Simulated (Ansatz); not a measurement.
ClI, SMILES ClI.

The structure is a stationary point at B3LYP-D3(BJ)/def2-TZVP. The def2 effective core potentials stand for the cores of I; spin–orbit coupling is left out.

Two levels are set side by side: PBE/def2-TZVPD (Ansatz, a first-principles code) and CAM-B3LYP/def2-TZVPD (Ansatz). Energy differences of separate SCF runs at the same geometry; the states with an electron removed or added have multiplicity 2 and 2. Differences are taken from unrounded values.

```tsv
quantity	CAM-B3LYP	PBE	PBE minus CAM-B3LYP
vertical ionisation energy (eV)	10.38	10.02	-0.36
vertical electron affinity (eV)	1.64	1.57	-0.07
vertical singlet–triplet gap (eV)	2.08	1.90	-0.18
```
